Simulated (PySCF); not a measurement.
Compound: C6H10OP2.
Atom-mapped SMILES: `[PH2:1][CH2:2][CH2:3][PH:4][c:5]1[cH:6][cH:7][o:8][cH:9]1`

Structure used (PBE0-D3(BJ)/def2-SVP), in Å, numbered top down from 1:
```
atom  x, y, z in Å
P1     3.6466   -0.2063   -0.8657
C2     2.4206   -1.1584    0.1712
C3     0.9583   -0.7300    0.1419
P4     0.1493   -0.9454   -1.5321
C5    -1.5850   -0.6378   -1.0757
C6    -2.2499    0.6375   -1.0942
C7    -3.5373    0.4013   -0.7204
O8    -3.7232   -0.9133   -0.4823
C9    -2.5469   -1.5326   -0.6935
H10    3.1933    1.1016   -0.5039
H11    2.9026   -0.2094   -2.0856
H12    2.5245   -2.2182   -0.1201
H13    2.8023   -1.1040    1.2046
H14    0.8703    0.3411    0.3915
H15    0.3765   -1.2813    0.8985
H16    0.0740   -2.3726   -1.4962
H17   -1.8157    1.5990   -1.3613
H18   -4.4065    1.0408   -0.5895
H19   -2.5344   -2.6102   -0.5468
```

Probes without a nucleus sit at each ring's centroid and 1 Å off its mean plane on both sides; NICS is minus the shielding there, NICSzz its component along the normal. Level: GIAO CAM-B3LYP/pcSseg-1 (PySCF, non-relativistic, gas phase) on the PBE0-D3(BJ)/def2-SVP geometry, one conformer.

Ring bond lengths (Å): C5–C6 1.438, C6–C7 1.361, C7–O8 1.349, O8–C9 1.346, C9–C5 1.368.

Problem. What do the NICS probes read (ppm)?

Solution. 
```json
{"ring": "C5–C6–C7–O8–C9", "type": "5-membered ring with O; formal bonds all aromatic", "NICS(0)": "-11.5", "NICS(1), two faces": "-10.4 / -10.2", "NICS(1)zz, two faces": "-26.6 / -25.6", "rms pucker (Å)": "0.00", "centre to ring atoms, mean (Å)": "1.17"}
```

Problem. What can be read from them?

Solution. 
- C5–C6–C7–O8–C9: mean NICS(1)zz -26.1 ppm, shielded. The ring is flat and has no four-coordinate atom; by the NICS criterion it is aromatic.

Problem. And the bond-length index? Use HOMA with the parameters of Krygowski (1993).

Solution. 
- C5–C6–C7–O8–C9: HOMA 0.38; the largest term is that of C7–O8, α(R − Ropt)² = 1.11.

Problem. What is the mean of the two in-plane components of NICS at the first NICS(1) probe listed for ring C5–C6–C7–O8–C9, 1 Å off the ring?

Solution. The isotropic value is a third of the trace: (3 × -10.4 − (-26.6))/2 = -2.3 ppm.

Problem. List the ring angles.

Solution. 
- C5–C6–C7–O8–C9: C5 105.0°, C6 106.2°, C7 110.4°, O8 107.5°, C9 110.9°; sum 540.0° against 540° for a flat convex ring.

Problem. How shielded are the nuclei of the rings and their hydrogens (means over atoms taken as equivalent)?

Solution. 
| atoms | environment | σ isotropic (ppm) | principal values of the symmetric part, first atom (ppm) |
| --- | --- | --- | --- |
| C5 | substituted aromatic carbon | 56.4 | -26.8, 36.4, 159.6 |
| C6 | aromatic CH carbon | 58.8 | -35.6, 62.8, 149.3 |
| C7 | aromatic CH next to a ring oxygen | 30.7 | -52.0, 41.4, 102.8 |
| O8 | furan-type oxygen | 19.1 | -127.6, -59.5, 244.6 |
| C9 | aromatic CH next to a ring oxygen | 29.2 | -52.0, 46.3, 93.3 |
| H17 | aromatic hydrogen | 24.78 | 22.2, 24.4, 27.7 |
| H18 | aromatic hydrogen | 23.94 | 20.9, 25.0, 26.0 |
| H19 | aromatic hydrogen | 23.93 | 20.4, 24.2, 27.2 |

Problem. How do the values depend on the level or the medium?

Solution. 
| level | NICS(0), C5–C6–C7–O8–C9 | mean NICS(1)zz, C5–C6–C7–O8–C9 |
| --- | --- | --- |
| CAM-B3LYP/pcSseg-1, gas | -11.5 | -26.1 |
| PBE0/pcSseg-1, gas | -11.9 | -26.4 |
| PBE0/pcSseg-1, IEF-PCM benzene | -11.8 | -26.4 |
| PBE0/pcSseg-1, IEF-PCM tetrahydrofuran | -11.7 | -26.4 |

The geometry is the same throughout; the continuum's cavity takes Bondi-type radii × 1.2.
